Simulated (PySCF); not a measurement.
C4H7FNS (doublet state).
Structure used (GFN2-xTB), in Å, numbered top down from 1:
```
atom  x, y, z in Å
C1    -0.989   -1.160   -0.157
C2    -0.264    0.070    0.396
C3    -0.526    1.300   -0.472
F4    -1.847    1.657   -0.381
C5     1.205   -0.201    0.484
N6     2.044    0.432   -0.216
S7     1.749   -1.435    1.575
H8    -2.053   -0.952   -0.229
H9    -0.843   -2.016    0.498
H10   -0.611   -1.408   -1.146
H11   -0.638    0.273    1.407
H12   -0.317    1.095   -1.525
H13    0.065    2.156   -0.136
H14    3.024    0.189   -0.119
```

Identity: `C[C@H](CF)C([NH])=S` [radical].

Computed with UKS B3LYP, pcH-1 on C F H N S, non-relativistic, mean-field spin-orbit, GIAO (PySCF 2.14.0). Isolated species at its GFN2-xTB geometry (one conformer only). The geometry wasn't refined by DFT: couplings that depend on bond lengths, twists or pyramidal angles can differ widely from those at the functional's own minimum, by a factor of two or more for some ions and for spin on atoms past the first row.

Output of the driver script. The program numbers atoms from 0.

```
UKS, coarse grid
  cycle   1  E = -709.32903553  |g| = 4.44e-01
  cycle   2  E = -709.15766147  |g| = 7.76e-01
  cycle   3  E = -709.36522808  |g| = 2.56e-01
  cycle   4  E = -709.39849084  |g| = 5.13e-02
  cycle   5  E = -709.39937119  |g| = 1.97e-02
  cycle   6  E = -709.39954318  |g| = 6.85e-03
  cycle   7  E = -709.39957330  |g| = 4.70e-03
  cycle   8  E = -709.39958864  |g| = 2.54e-03
  cycle   9  E = -709.39959626  |g| = 1.36e-03
  cycle  10  E = -709.39959758  |g| = 5.16e-04
UKS, final grid
  cycle   1  E = -709.39959781  |g| = 9.28e-04
  cycle   2  E = -709.39959554  |g| = 2.58e-03
  cycle   3  E = -709.39959872  |g| = 2.25e-04
  cycle   4  E = -709.39959892  |g| = 2.00e-04
  cycle   5  E = -709.39959958  |g| = 1.50e-04
  cycle   6  E = -709.39959992  |g| = 1.30e-04
  cycle   7  E = -709.39960053  |g| = 1.21e-04
  cycle   8  E = -709.39960123  |g| = 6.12e-05
  cycle   9  E = -709.39960131  |g| = 3.11e-05
  cycle  10  E = -709.39960132  |g| = 1.13e-05
E = -709.39960132 Eh   <S^2> = 0.7533 (exact 0.7500)
g shifts (ppm)      1          2          3
  rmc          -235       -235       -235
  gc              2         70         36
  oz_so       -1846      12853     279609
  total       -1957      12690     279551
hyperfine (MHz)  atom isotope    a_iso     a_fc   dipolar eigenvalues
    0   13C       1.98       1.98     -1.05     -0.57      1.62
    1   13C       0.38       0.38     -1.10     -0.63      1.73
    2   13C       6.88       6.88     -0.39     -0.29      0.68
    3   19F       3.25       3.25     -3.85     -3.20      7.05
    4   13C     -18.72     -18.72     -5.62     -0.00      5.62
    5   14N      -0.21      -0.21     -9.03     -8.84     17.87
    6   33S      14.37      14.37    -83.25    -80.74    163.98
    7    1H       0.70       0.70     -1.23     -0.80      2.03
    8    1H       2.61       2.61     -3.88     -2.14      6.01
    9    1H      -0.07      -0.07     -1.46     -1.05      2.51
   10    1H       1.71       1.71     -2.85     -1.91      4.76
   11    1H      -0.12      -0.12     -1.45     -0.78      2.23
   12    1H       1.06       1.06     -1.57     -0.76      2.32
   13    1H      16.56      16.56    -13.03     -2.66     15.69
```

Task: Find the weak point of this converged calculation.

Result: The largest g shift is +0.280, past the limit of 0.03 at which the run flags a species of elements up to argon. The orbital-Zeeman/spin–orbit term is second order, a sum of spin–orbit matrix elements over excitation energies, so it grows and becomes less reliable as an excited state comes close; a shift this large should be checked with a method that treats spin–orbit coupling variationally or among several states. The contact and dipolar couplings don't rest on that expansion, but they belong to the state that the SCF found, and a close-lying state with the spin in another orbital would have other couplings; no stability test was run. The run left out the spin–orbit part of the hyperfine coupling.

Task: Where is the spin in this solution (atoms counted from 1)?

Result: Largest spin populations (Mulliken): S7 (+0.88) and N6 (+0.15). ⟨S²⟩ = 0.7533 against the exact 0.7500, so spin contamination is small. The SMILES `C[C@H](CF)C([NH])=S` draws the unpaired electron on N6, whose computed spin population is only +0.15.

Task: Average a_iso over equivalent nuclei, turn it into first-order splittings with g = 2.0023, and give the multiplets for abundant isotopes (0.05 mT or more).

Result: 
```
nuclei (from 1)  isotope    I                                         position  a_iso (MHz)  |a| (mT)  splits into
            H14       1H  1/2  3 bonds from S7, on N6 of spin population +0.15         16.6      0.59  1:1 doublet
             F4      19F  1/2                                  4 bonds from S7          3.2      0.12  1:1 doublet
            H11       1H  1/2                                  3 bonds from S7          1.7      0.06  1:1 doublet
```

Time: 53 s (grids of density and orbitals included); peak memory 1.1 GiB. Hardware: an Arm Neoverse V2 with one thread, no GPU, shared host with 192 logical CPUs at a one-minute load of 36.
